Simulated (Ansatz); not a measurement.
Reaction (formal exchange of groups at the In–Cl bond): `[F][In]([Cl])[Cl]` + acetylene → `C#[C][In]([F])[Cl]` + HCl

Gas-phase electronic energies from Ansatz, PBE0-D4/def2-TZVP geometries. CBS: MP2 limit from def2 TZ/QZ plus the TZ coupled-cluster correction, frozen cores. This one scheme is used for every species. DFT in def2-TZVPP. B3LYP here is the variant with VWN-RPA as its local correlation; programs differ in this. Elements past krypton have def2 core potentials. For In outer-core shells are correlated without core-valence functions, which leaves a few kJ/mol of doubt a bond.

| level | ΔE (kJ/mol) | difference from CCSD(T)/CBS |
| --- | --- | --- |
| PBE-D4 | 79.2 | 2.9 |
| B97M-V | 85.6 | 9.3 |
| PBE0-D4 | 79.9 | 3.6 |
| B3LYP-D4 | 82.8 | 6.5 |
| r2SCANh-D4 | 82.4 | 6.1 |
| BHLYP-D4 | 85.3 | 9.0 |
| CAM-B3LYP-D4 | 80.4 | 4.1 |
| ωB97M-V | 78.6 | 2.3 |
| B2PLYP | 78.8 | 2.5 |
| PBE0 | 80.5 | 4.2 |
| B3LYP | 83.8 | 7.5 |
| HF/def2-SVP | 92.9 | 16.6 |
| MP2/def2-SVP | 79.8 | 3.5 |
| CCSD(T)/def2-SVP | 78.9 | 2.6 |
| CCSD/def2-TZVPP | 70.1 | -6.2 |
| MP2/CBS(def2) | 76.1 | -0.2 |
| CCSD(T)/CBS | 76.3 | 0 |

Question: What do rigid-rotor, harmonic-oscillator terms from PBE0-D4/def2-TZVP frequencies (298.15 K, 1 bar) make of the CCSD(T)/CBS value? (An estimate is asked.)

Answer: The calculation gave: ΔZPE = -7.8 kJ/mol, ΔH = +70.6 kJ/mol, ΔS = 12 J/(mol·K), ΔG = +66.9 kJ/mol.

Largest T1 diagnostic among the species: 0.015.

Leaving LDA and LC-ωPBE aside and taking each functional with its dispersion term where it has one, the values, not all of them listed here, spread over 9.4 kJ/mol, from PBE-QIDH to B97M-V. LDA lies −4.5 kJ/mol from PBE without D4. In def2-TZVPP, CCSD(T) changes the Hartree–Fock value by −22.0 kJ/mol (the triples alone add −2.0 kJ/mol) and MP2 by −22.3 kJ/mol.
